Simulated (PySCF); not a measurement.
C4H8AlN.
Bonds: C1–N2 (triple), N2–Al3, Al3–C4, C4–C5, C5–C6, C1–C6. Hydrogens: H7, H8 on Al3; H9, H10 on C4; H11, H12 on C5; H13, H14 on C6.

Method used: PBE0-D3(BJ)/def2-SVP geometry optimisation, gas phase (PySCF).

Q: How far are the bound atoms from Al3?

A: 4 atoms: H7 1.595 Å, H8 1.598 Å, C4 2.019 Å, N2 2.230 Å. The nearest atom not counted as bound is H10, at 2.57 Å.

Q: List the angles at Al3.

A: 
```json
{"angle": "H7–Al3–H8", "degrees": "120.9", "distance of the outer atoms (Å)": "2.78"}
{"angle": "C4–Al3–H7", "degrees": "116.7", "distance of the outer atoms (Å)": "3.09"}
{"angle": "C4–Al3–H8", "degrees": "115.8", "distance of the outer atoms (Å)": "3.07"}
{"angle": "N2–Al3–H7", "degrees": "101.3", "distance of the outer atoms (Å)": "2.99"}
{"angle": "N2–Al3–H8", "degrees": "98.5", "distance of the outer atoms (Å)": "2.93"}
{"angle": "N2–Al3–C4", "degrees": "95.9", "distance of the outer atoms (Å)": "3.16"}
```

Q: Describe the arrangement about Al3 in numbers.

A: Angles from 95.9° to 120.9°; τ4 = (360° − α − β)/141° = 0.87 with α and β the two widest (0 for a square, 1 for a tetrahedron).

Q: What are the other bond lengths?

A: C1≡N2 1.161 Å; C4–C5 1.528 Å; C5–C6 1.550 Å; C1–C6 1.448 Å; C4–H9, C4–H10 1.106 Å; C5–H11, C5–H12 1.103 Å; C6–H13, C6–H14 1.101 Å.

Q: Give some angles away from the centre.

A: N2–C1–C6 166.8°, C1–N2–Al3 98.0°, Al3–C4–C5 116.4°, C4–C5–C6 112.3°, C1–C6–C5 105.8°.

Q: What are the rotational constants (commonest isotopes, rigid rotor)?

A: A = 4091, B = 2868, C = 1838 MHz: an asymmetric top.

Point group: C1 (no symmetry element, even within 0.4 Å). Charge 0, singlet. PBE0-D3(BJ)/def2-SVP frequencies: not computed here.

One conformer stands for the species.
